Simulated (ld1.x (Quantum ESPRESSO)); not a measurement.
## Transferability test, TM potential for Zr

- Element: zirconium (Zr)
- Generator: ld1.x (Quantum ESPRESSO) 7.5
- Type: norm-conserving Troullier–Martins (Kleinman–Bylander form)
- Functional: LDA (PZ)
- Relativity: scalar-relativistic
- Frozen core: [Ar] 3d10 4s2
- Valence charge: 10
- Reference configuration: 4p6 4d2 5s2 5p0
- Partial waves: 5s (bound): rc 2.30 bohr; 4p (bound): rc 2.25 bohr; 4d (bound): rc 1.60 bohr
- Local potential: all-electron potential smoothed inside 1.85 bohr (lloc = -1)
- Core correction: none

Energies are relative to the spin-unpolarised reference configuration 4p6 4d2 5s2 5p0; without spin polarisation the order of configurations can differ from experiment. Spin-polarised rows fill each open shell by Hund’s rule, majority spin first.

Task: Give the all-electron excitation energy and the error of the potential for: 4p6 4d2 5s1 5p0; 4p6 4d2 5s0 5p0; 4p6 4d1 5s0 5p0; 4p6 4d3 5s1 5p0; 4p6 4d3 5s0 5p0; 4p6 4d2 5s1 5p1; 4p6 4d2.5 5s1.5 5p0; 4p6 4d2 5s2 5p0 (spin-polarised); 4p6 4d2 5s1 5p0 (spin-polarised).

Result:

```json
{"valence configuration": "4p6 4d2 5s1 5p0", "charge": "+1", "ΔE all-electron (eV)": "7.352", "error AE − PS (meV)": "-0.5"}
{"valence configuration": "4p6 4d2 5s0 5p0", "charge": "+2", "ΔE all-electron (eV)": "20.593", "error AE − PS (meV)": "-0.2"}
{"valence configuration": "4p6 4d1 5s0 5p0", "charge": "+3", "ΔE all-electron (eV)": "43.414", "error AE − PS (meV)": "+45"}
{"valence configuration": "4p6 4d3 5s1 5p0", "charge": "0", "ΔE all-electron (eV)": "1.225", "error AE − PS (meV)": "-9.1"}
{"valence configuration": "4p6 4d3 5s0 5p0", "charge": "+1", "ΔE all-electron (eV)": "7.809", "error AE − PS (meV)": "-21"}
{"valence configuration": "4p6 4d2 5s1 5p1", "charge": "0", "ΔE all-electron (eV)": "3.117", "error AE − PS (meV)": "-3.2"}
{"valence configuration": "4p6 4d2.5 5s1.5 5p0", "charge": "0", "ΔE all-electron (eV)": "0.526", "error AE − PS (meV)": "-3.1"}
{"valence configuration": "4p6 4d2 5s2 5p0 (spin-polarised)", "charge": "0", "ΔE all-electron (eV)": "-0.483", "error AE − PS (meV)": "+61"}
{"valence configuration": "4p6 4d2 5s1 5p0 (spin-polarised)", "charge": "+1", "ΔE all-electron (eV)": "6.271", "error AE − PS (meV)": "+93"}
```

Levels in the configuration 4p6 4d2.5 5s1.5 5p0:

```csv
level,all-electron (eV),pseudo (eV)
4p,-31.463,-31.439
4d,-3.055,-3.052
5s,-4.293,-4.297
```

Note: ghost state, extra bound levels that the all-electron valence spectrum of the same l lacks: s at -43.1 eV. A true bound ghost makes a file unfit for plane-wave use.
